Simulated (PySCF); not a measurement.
## He⁺ (helium, charge +1) across methods

2p1, 2P determinant (an excited configuration). All numbers are calculated (PySCF 2.14, the non-relativistic Hamiltonian (point nucleus), in dyall-av2z).

```csv
method,E (hartree),mean ε 2p α (eV),Σ⟨r²⟩ (bohr²),⟨S²⟩
PBE0,-0.4628,-9.014,3.980,0.750
BHandHLYP,-0.4537,-9.859,3.973,0.750
UHF,-0.43663,-11.881,3.974,0.750
r2SCAN,-0.4618,-8.147,3.982,0.750
r2SCAN0,-0.4555,-9.080,3.980,0.750
HSE06,-0.4629,-8.608,3.980,0.750
PBE,-0.4691,-7.963,3.981,0.750
LDA,-0.4442,-7.359,3.996,0.750
```

(1) Estimate the same row for TPSS.

For one electron the Hartree and exchange-correlation energies should cancel; what remains is the self-interaction error. The outer electron is Rydberg-like, and this basis confines it to a smaller radius and binds it less than a complete one would.

## Answers

(1) E (hartree) = -0.4696; mean ε 2p α (eV) = -8.140; Σ⟨r²⟩ (bohr²) = 3.981; ⟨S²⟩ = 0.750.
